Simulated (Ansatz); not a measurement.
Relaxation of C₂H₉ISi₂ (14 atoms, charge 0, multiplicity 1), to a largest force component of 0.015 eV/Å in at most 40 steps.

Level of theory: Ansatz 0.2.0, RKS PBE-D4/def2-SVP.

```xyz
14
Properties=species:S:1:pos:R:3:forces:R:3
Si -0.413 -1.097 1.596 -1.44 1.27 0.51
C 0.991 -0.319 0.727 0.17 0.67 -0.03
Si 0.508 -0.050 -1.059 2.95 -0.92 -0.16
C -0.712 1.216 -1.377 -4.41 -0.14 -0.59
I -0.103 3.101 -0.733 0.31 1.22 0.38
H -1.638 -0.134 1.499 0.50 -0.53 0.05
H -0.802 -2.363 1.002 -0.21 -0.90 -0.39
H -0.110 -1.246 3.013 0.09 -0.26 0.95
H 1.857 -0.974 0.840 0.50 -0.43 -0.32
H 1.295 0.625 1.228 -0.20 0.11 -0.08
H 0.121 -1.346 -1.628 -0.45 -0.63 -0.28
H 1.791 0.339 -1.767 -0.17 0.04 -0.13
H -1.054 1.269 -2.461 0.63 0.02 0.69
H -1.745 0.951 -0.850 1.75 0.50 -0.60
```

Task: Where does it end, and by what steps?

Result: The run converged. After 7 steps the energy has fallen by 0.591 eV; I5 moved furthest, 0.40 Å.

| step | energy less start (eV) | largest force component (eV/Å) | accepted |
| --- | --- | --- | --- |
| 0 | 0.0000 | 4.412 | yes |
| 1 | -0.5057 | 1.634 | yes |
| 2 | -0.5785 | 0.219 | yes |
| 3 | -0.5832 | 0.081 | yes |
| 4 | -0.5876 | 0.032 | yes |
| 5 | -0.5895 | 0.016 | yes |
| 6 | -0.5904 | 0.053 | yes |
| 7 | -0.5908 | 0.013 | yes |

```xyz
14
Properties=species:S:1:pos:R:3
Si -0.480 -0.989 1.691
C 0.995 -0.373 0.675
Si 0.652 -0.088 -1.160
C -0.773 1.144 -1.410
I -0.344 3.043 -0.421
H -1.622 -0.010 1.610
H -0.960 -2.315 1.160
H -0.104 -1.161 3.138
H 1.825 -1.107 0.770
H 1.354 0.584 1.112
H 0.236 -1.382 -1.816
H 1.871 0.441 -1.867
H -0.935 1.389 -2.477
H -1.728 0.794 -0.975
```

Time of the run: 33 s on 2 threads of Arm Neoverse V1, on a shared host, peak memory 0.19 GiB.
